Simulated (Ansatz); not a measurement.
C$_{4}$H$_{5}$ (SMILES C=C1[CH]C1), doublet (typed; the unrestricted solution is spin-contaminated), geometry from GFN2-xTB; CCSD(T)/STO-3G (Ansatz, a program for electronic structure).

Ansatz was given this input:
Ansatz 0.2 input:
```yaml
crystal:
  periodic: [false, false, false]
  atoms:
    - {symbol: C, position_ang: [-0.00487805, -0.07714410, 0.26394931]}
    - {symbol: C, position_ang: [0.19855614, -0.71836459, -0.91636831]}
    - {symbol: C, position_ang: [-0.06383047, 0.73604089, -0.99191477]}
    - {symbol: C, position_ang: [-0.10307189, -0.06938417, 1.60220965]}
    - {symbol: H, position_ang: [0.40079764, -1.59828163, -1.47223199]}
    - {symbol: H, position_ang: [0.74883323, 1.41662743, -1.23105220]}
    - {symbol: H, position_ang: [-1.02322444, 1.09027825, -1.35918325]}
    - {symbol: H, position_ang: [0.02216024, -0.97349051, 2.17299880]}
    - {symbol: H, position_ang: [-0.30922107, 0.83797828, 2.14221335]}
basis:
  gaussian:
    orbitals: STO-3G
magnetization: {spin_polarized: true, initial_magnetization: 1}
correlation: {method: ccsd_t}
```

What the program printed (banner, timings and long lists left out):

```
Functional definition: HF
343 factors; integrals over basis functions are off by at most 4.1e-5 eV
mean field evaluation 1: about -4144.6295 eV, gradient 1.1e1 eV
mean field evaluation 2: about -4144.7563 eV, gradient 1.1e1 eV
mean field evaluation 4: about -4146.3129 eV, gradient 2.6e0 eV
mean field evaluation 8: about -4146.5502 eV, gradient 6.1e-2 eV
mean field evaluation 16: about -4145.8149 eV, gradient 4.6e0 eV
mean field -4146.54538653 eV, -152.3827323256 hartree, gradient 2.3e-6 eV, S^2 1.033490; 0 other end points of the search recorded, 0 dependent functions left out
4 core orbitals not correlated
reference -4146.54538653 eV, -152.3827323256 hartree; 11, 10 occupied and 10, 11 virtual orbitals, 343 factors
second order -4.94367625 eV of doubles, -0.00000000 eV of singles
cycle   1  -5.93647602 eV  change   -9.9e-1 eV  update   9.2e-2
cycle   2  -6.61598402 eV  change   -6.8e-1 eV  update   5.3e-2
cycle   3  -6.78529035 eV  change   -1.7e-1 eV  update   2.7e-2
cycle   4  -6.82384077 eV  change   -3.9e-2 eV  update   1.1e-2
cycle   5  -6.83067197 eV  change   -6.8e-3 eV  update   3.7e-3
cycle   6  -6.83130324 eV  change   -6.3e-4 eV  update   1.2e-3
cycle   7  -6.83192892 eV  change   -6.3e-4 eV  update   3.3e-4
cycle   8  -6.83212698 eV  change   -2.0e-4 eV  update   1.4e-4
cycle   9  -6.83202740 eV  change    1.0e-4 eV  update   5.7e-5
cycle  10  -6.83202130 eV  change    6.1e-6 eV  update   2.6e-5
perturbative correction -0.08399474 eV, -0.0030867496 hartree
Total energy: -4153.46140257 eV, -152.6368912271 hartree
```
